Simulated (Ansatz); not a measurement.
Reaction (redistribution): `O[Si]1(O[SiH3])CO1` + `[O]=[Nb]([OH])([OH])[Cl]` → `[SiH3]O[Si]1(Cl)CO1` + `[O]=[Nb]([OH])([OH])[OH]`

Calculated with Ansatz (gas phase, PBE0-D4/def2-TZVP geometries, no zero-point term in ΔE). CBS: MP2 limit from def2 TZ/QZ plus the TZ coupled-cluster correction, frozen cores. Functionals use def2-TZVPP. B3LYP here is the variant with VWN-RPA as its local correlation; programs differ in this. def2 core potentials past Kr. For Nb outer-core shells are correlated without core-valence functions, which leaves a few kJ/mol of doubt a bond. Each species was taken in one conformer, which may not be the lowest.

`O[Si]1(O[SiH3])CO1`:

Z-matrix (Å, degrees):
```
Si
O 1 1.606
O 1 1.633 2 120.0
O 1 1.620 2 105.5 3 -138.9
C 1 1.789 2 124.0 3 62.8
Si 2 1.645 1 143.2 3 -31.8
H 4 0.959 1 116.5 2 171.3
H 5 1.088 1 123.7 2 159.7
H 5 1.088 1 122.9 2 -7.5
H 6 1.482 2 107.7 1 -151.9
H 6 1.483 2 109.5 1 88.4
H 6 1.485 2 110.0 1 -32.2
```

`[O]=[Nb]([OH])([OH])[Cl]`:

Cartesian coordinates in Å:
```
O 1.618 -0.639 0.371
Nb 0.183 -0.009 -0.260
O -1.200 -1.256 0.041
O -0.208 1.603 0.638
Cl 0.470 0.363 -2.520
H -1.161 -2.134 0.426
H 0.298 2.072 1.304
```

`[SiH3]O[Si]1(Cl)CO1`:

Cartesian coordinates in Å:
```
Si -0.277 -2.018 -1.058
O -0.322 -0.586 -0.243
Si 0.434 0.621 0.487
Cl 2.437 0.343 0.343
C -0.289 2.218 0.816
O -0.137 1.172 1.907
H 1.099 -2.569 -1.029
H -0.699 -1.771 -2.457
H -1.218 -2.950 -0.396
H -1.335 2.435 0.612
H 0.306 3.105 1.019
```

`[O]=[Nb]([OH])([OH])[OH]`:

Cartesian coordinates in Å:
```
O 1.160 -1.295 -0.292
Nb 0.043 -0.048 -0.011
O -1.586 -0.802 0.614
O -0.262 0.892 -1.635
O 0.749 1.136 1.297
H -1.808 -1.721 0.767
H 0.117 0.741 -2.502
H 1.587 1.097 1.761
```

| level | ΔE (kcal/mol) | difference from CCSD(T)/CBS |
| --- | --- | --- |
| PBE-D4 | 8.8 | -2.2 |
| r2SCAN-D4 | 10.6 | -0.4 |
| PBE0-D4 | 9.9 | -1.1 |
| B3LYP-D4 | 10.2 | -0.8 |
| ωB97X-V | 9.6 | -1.4 |
| ωB97M-V | 10.0 | -1.0 |
| B2PLYP | 11.4 | 0.4 |
| PBE | 9.0 | -2.0 |
| r2SCAN | 10.6 | -0.4 |
| PBE0 | 10.1 | -0.9 |
| B3LYP | 10.5 | -0.5 |
| HF/def2-TZVPP | 12.6 | 1.6 |
| MP2/def2-TZVPP | 12.7 | 1.7 |
| SCS-MP2/def2-TZVPP | 12.3 | 1.3 |
| CCSD/def2-TZVPP | 11.3 | 0.3 |
| CCSD(T)/def2-TZVPP | 11.4 | 0.4 |
| HF/def2-QZVPP | 12.9 | 1.9 |
| MP2/def2-QZVPP | 12.5 | 1.5 |
| SCS-MP2/def2-QZVPP | 12.3 | 1.3 |
| HF/CBS(def2) | 13.0 | 2.0 |
| MP2/CBS(def2) | 12.2 | 1.2 |
| CCSD/CBS(def2) | 10.9 | -0.1 |
| CCSD(T)/CBS | 11.0 | 0 |

Largest T1 diagnostic among the species: 0.022, so the coupled-cluster value is less sure than usual.

From PBE to PBE0 (25 % exact exchange), in def2-TZVPP and without D4, ΔE moves by +1.1 kcal/mol.
